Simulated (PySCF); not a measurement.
# Removing the step error of a finite difference

System: C₃H₇AlO₂, singlet, at a GFN2-xTB geometry (such geometries of metal compounds can be far from the true shape). Level: HF/6-31G, polarisability (PySCF). Sums are taken with unrounded values, so a last digit can differ.

Second differences of the energy in a field along z gave a polarisability along z of 42.026 bohr³ at step 0.02 and 42.788 bohr³ at step 0.05 (atomic units).

Q: Extrapolate to zero step.

A: The leading error of a symmetric difference goes as h², so A(h) = A0 + c h². Then c = (42.788 - (42.026))/(0.05² - 0.02²) = 363 (atomic units) and A0 = 42.026 - c × 0.02² = 41.881 bohr³. The analytic value from the same program and level is 41.897 bohr³: the smaller step missed it by 0.129, the extrapolation by -0.016.
